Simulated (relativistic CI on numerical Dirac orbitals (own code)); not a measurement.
# Forbidden lines of Cr XV

Method of calculation: Dirac-Coulomb-Breit CI, separate exchange-only KLI orbitals for each configuration, a model potential for QED, unscaled Slater integrals (own radial code, finite nucleus).

Configuration list (outside the closed core 1s2): 2s2.2p6, 2s2.2p5.3s, 2s2.2p5.3p, 2s2.2p5.3d, 2s.2p6.3s, 2s.2p6.3p, 2s.2p6.3d, 2s2.2p5.4s, 2s2.2p5.4p, 2s2.2p5.4d, 2s2.2p5.4f, 2s2.2p5.5s, 2s2.2p4.3s2, 2s2.2p5.5p, 2s2.2p5.5d, 2s2.2p5.5f, 2s.2p6.4s, 2s2.2p5.5g, 2s2.2p4.3s.3p, 2s.2p6.4p, 2s.2p6.4d, 2s.2p6.4f, 2s2.2p4.3p2, 2s2.2p4.3s.3d, 2s2.2p4.3p.3d, 2s.2p5.3s2, 2s.2p6.5s, 2s.2p5.3s.3p, 2s2.2p4.3d2, 2s.2p6.5p, 2s.2p6.5d, 2s.2p6.5f, 2s.2p6.5g, 2s.2p5.3p2, 2s.2p5.3s.3d, 2s.2p5.3p.3d. Levels of other configurations are missing.

| λ vac (nm) | Lower | Upper | Type | A (s⁻¹) | gf | Branching (%) |
| --- | --- | --- | --- | --- | --- | --- |
| 1.5976 | 2s2.2p6 1S_0 [1] | 2s.2p6.3d 1D_2 [37] | E2 | 6.03e+09 | 1.15e-03 | 5.5 |
| 1.9860 | 2s2.2p6 1S_0 [1] | 2s2.2p5.3p 3D_2 [14] | E2 | 3.48e+08 | 1.03e-04 | 6.1 |
| 2.0099 | 2s2.2p6 1S_0 [1] | 2s2.2p5.3p 3P_2 [10] | E2 | 2.85e+08 | 8.63e-05 | 4.4 |
| 2.0212 | 2s2.2p6 1S_0 [1] | 2s2.2p5.3p 3D_2 [7] | E2 | 2.53e+08 | 7.74e-05 | 5.6 |
| 2.1247 | 2s2.2p6 1S_0 [1] | 2s2.2p5.3s 3P°_2 [2] | M2 | 9.36e+04 | 3.17e-08 | 100.0 |
| 175.86 | 2s2.2p5.3s 1P°_1 [3] | 2s2.2p5.3s 3P°_0 [4] | M1 | 4.91e+03 | 2.28e-06 | 100.0 |

Terms are leading LS components. Brackets give the number of a level in order of energy, since labels repeat. The list gives strong lines, with weight on those to low levels, among the lowest 157 of 838 levels, so that lines to higher ones, which can be the strongest, are missing. Levels whose partners in the same complex of configurations lie outside the list can be far off, and so can their lines. Rates are taken at the computed energies, electric ones in the length gauge.

At this charge energies of transitions that change n are usually good to better than 1 %, and those within a shell (Δn = 0) to a few per cent.

LS names give the leading component of a level, which can be under half, so a name can repeat, a term be missing and a line seem to break the LS rules.
